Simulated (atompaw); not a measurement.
What one change does to a pseudopotential (Cl, PAW (atompaw))

```json
{
 "Element": "chlorine",
 "Generator": "atompaw 4.2.0.5",
 "Type": "PAW",
 "Functional": "PBE",
 "Relativity": "non-relativistic",
 "Frozen core": "[Ne]",
 "Valence charge": "7",
 "Reference configuration": "3s2 3p3 (charge +2)",
 "Partial waves": "3s (bound): rc 1.35 bohr; 3s channel at -2.8 Ry: rc 1.35 bohr; 3p (bound): rc 1.35 bohr; 3p channel at -0.35 Ry: rc 1.25 bohr",
 "Local potential": "bessel scheme, radius 1.15 bohr",
 "Core correction": "smooth core density matched at 1.00 bohr",
 "Augmentation charge": "besselshape compensation charge, radius 1.10 bohr; PAW radius 1.35 bohr; waves and projectors: custom rrkj gramschmidtortho"
}
```

Change: all radii scaled by about 1.26 (s 1.70, p 1.70 bohr); local potential bessel scheme, radius 1.44 bohr; augmentation besselshape compensation charge, radius 1.38 bohr; PAW radius 1.70 bohr; waves and projectors: custom rrkj gramschmidtortho; core correction smooth core density matched at 1.26 bohr.

Cutoffs: the cutoffs (Ry, on a coarse ladder) from which the occupation-weighted sum of valence levels, in a spherical-Bessel basis at the reference potential, stays within 10 and 1 mRy of its value at 400 Ry; they do not see the model core or the augmentation charge, which bear on the density cutoff.

Question: What does the change do?

Answer: The potential gets softer (25 Ry and 45 Ry → 21 Ry and 30 Ry); neither file shows a bound ghost. A larger radius leaves more room for a smooth pseudo-wave, so fewer plane waves are needed.

```csv
quantity,base,changed
"cutoff, loose",25 Ry,21 Ry
"cutoff, tight",45 Ry,30 Ry
loose cutoff by channel (10 mRy a level),"s 15 Ry, p 18 Ry","s 10 Ry, p 18 Ry"
bound ghosts,none,none
lowest overlap eigenvalue by channel,"s 0.45, p 0.89","s 0.44, p 0.82"
```

 The cutoffs see the waves, projectors and local potential, not the compensation charge or the core.
